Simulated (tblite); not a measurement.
C4H11FO2Si.
Geometry (GFN2-xTB, Å), atoms numbered from 1 in this order:
```xyz
19
C4H11FO2Si angstrom
C     -2.045   -0.773    1.187
O     -0.718   -0.318    1.120
Si     0.108    0.249   -0.165
C      0.165   -1.036   -1.573
C     -0.616    1.905   -0.804
F     -1.931    1.718   -1.202
O      1.555    0.717    0.391
C      2.519   -0.061    1.046
H     -2.734   -0.018    0.806
H     -2.167   -1.687    0.603
H     -2.271   -0.978    2.234
H      0.926   -0.794   -2.309
H      0.387   -2.029   -1.188
H     -0.784   -1.096   -2.098
H     -0.093    2.304   -1.674
H     -0.641    2.676   -0.032
H      2.077   -0.592    1.889
H      3.300    0.611    1.404
H      2.954   -0.788    0.357
```

Computed values, GFN2-xTB/tblite, gas phase, harmonic and unscaled. The method is semi-empirical: single wavenumbers can be off by several per cent or more. One conformer, not necessarily the lowest.

Harmonic wavenumbers (cm⁻¹): 46.9, 61.8, 78.5, 82.9, 95.5, 102.9, 109.8, 121.4, 157.0, 211.5, 238.8, 277.1, 290.6, 387.1, 623.1, 714.4, 734.3, 772.6, 803.4, 835.6, 850.6, 1022.2, 1126.5, 1129.2, 1131.8, 1135.1, 1149.0, 1152.5, 1197.2, 1277.5, 1379.7, 1405.0, 1413.1, 1445.4, 1473.7, 1475.2, 1480.0, 1481.9, 1484.0, 1487.1, 2957.3, 2964.5, 2970.0, 2979.7, 2983.9, 2985.9, 2993.7, 2995.6, 3022.9, 3043.6, 3047.3.

A = 1945, B = 1246, C = 1042 MHz; mass 138.051 u (most abundant isotopes); point group C1, symmetry number 1.

Zero-point energy?

Half the sum of the wavenumbers: 32693 cm⁻¹ = 93.47 kcal/mol.

Give the ideal-gas entropy at 298.15 K and 1 bar in the rigid-rotor, harmonic-oscillator model (classical rotation).

Translation 40.71, rotation 29.23, vibration 43.23: S = 113.2 cal/(mol K).

And Cp and H(298.15 K) − H(0)?

Cp = 42.17 cal/(mol K), of which vibrations give 34.22 (their classical limit is 51 R = 101.3); H(298.15 K) − H(0) = 8.56 kcal/mol without the zero-point energy, 6.19 from vibrations.

Blend soft modes into free rotors: weight 1/[1 + (100 cm⁻¹/ν̃)⁴] for the oscillator and the rest for a rotor with moment μB/(μ + B), μ = h/(8π²ν), B = 10⁻⁴⁴ kg m². What vibrational entropy results?

38.92 cal/(mol K) in place of 43.23, which changes −T·S at 298.15 K by +1.28 kcal/mol.

What must be added to the electronic energy to get the Gibbs energy at 298.15 K and 1 bar?

ZPE + [H(298.15 K) − H(0)] − T·S = 93.47 + 8.56 − 33.74 = 68.29 kcal/mol.

Hindered rotation and anharmonicity are outside this model. Other conformers, if any are populated, would add a mixing term that is left out. The structure is chiral; the term R ln 2 for an equal mix with its mirror image is left out.

Time: 0.72 s wall. Hardware: an Arm Neoverse V1 with one thread (shared host). This covers the Hessian and the dipole derivatives.
